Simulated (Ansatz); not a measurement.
`F[SiH]([GaH2])[SeH]` at its PBE0-D4/def2-TZVP geometry, where that method's forces vanish. Total charge 0; spin multiplicity 1.

```json
{"atom": "F1", "x (Å)": "-0.121", "y (Å)": "-2.309", "z (Å)": "0.086"}
{"atom": "Si2", "x (Å)": "-0.657", "y (Å)": "-0.815", "z (Å)": "-0.159"}
{"atom": "Ga3", "x (Å)": "0.966", "y (Å)": "0.771", "z (Å)": "-0.916"}
{"atom": "Se4", "x (Å)": "-1.281", "y (Å)": "0.203", "z (Å)": "1.790"}
{"atom": "H5", "x (Å)": "-1.949", "y (Å)": "-0.932", "z (Å)": "-0.882"}
{"atom": "H6", "x (Å)": "2.336", "y (Å)": "0.843", "z (Å)": "-0.151"}
{"atom": "H7", "x (Å)": "0.602", "y (Å)": "1.837", "z (Å)": "-2.005"}
{"atom": "H8", "x (Å)": "0.105", "y (Å)": "0.403", "z (Å)": "2.238"}
```

(1) For each bond, give half the difference of the two atoms' forces along it (eV/Å; positive pushes the atoms apart) under PBE-D4, r2SCAN-D4, B3LYP-D4, ωB97M-V in def2-TZVPP. (Estimate.)

Answers

(1) The calculation gave: 
```json
{"bond": "F1–Si2", "length (Å)": "1.606", "PBE-D4": "0.53", "r2SCAN-D4": "0.05", "B3LYP-D4": "0.17", "ωB97M-V": "0.17"}
{"bond": "Si2–Ga3", "length (Å)": "2.393", "PBE-D4": "-0.21", "r2SCAN-D4": "-0.06", "B3LYP-D4": "0.04", "ωB97M-V": "-0.01"}
{"bond": "Si2–Se4", "length (Å)": "2.286", "PBE-D4": "0.11", "r2SCAN-D4": "0.07", "B3LYP-D4": "0.18", "ωB97M-V": "-0.05"}
{"bond": "Si2–H5", "length (Å)": "1.485", "PBE-D4": "0.07", "r2SCAN-D4": "-0.01", "B3LYP-D4": "-0.16", "ωB97M-V": "-0.17"}
{"bond": "Ga3–H6", "length (Å)": "1.570", "PBE-D4": "0.06", "r2SCAN-D4": "-0.06", "B3LYP-D4": "-0.02", "ωB97M-V": "-0.08"}
{"bond": "Ga3–H7", "length (Å)": "1.567", "PBE-D4": "0.06", "r2SCAN-D4": "-0.06", "B3LYP-D4": "-0.02", "ωB97M-V": "-0.07"}
{"bond": "Se4–H8", "length (Å)": "1.471", "PBE-D4": "0.26", "r2SCAN-D4": "-0.02", "B3LYP-D4": "0.04", "ωB97M-V": "-0.10"}
```

B3LYP here is the variant with VWN-RPA as its local correlation; programs differ in this.

Results of the Gaussian-basis code of Ansatz.
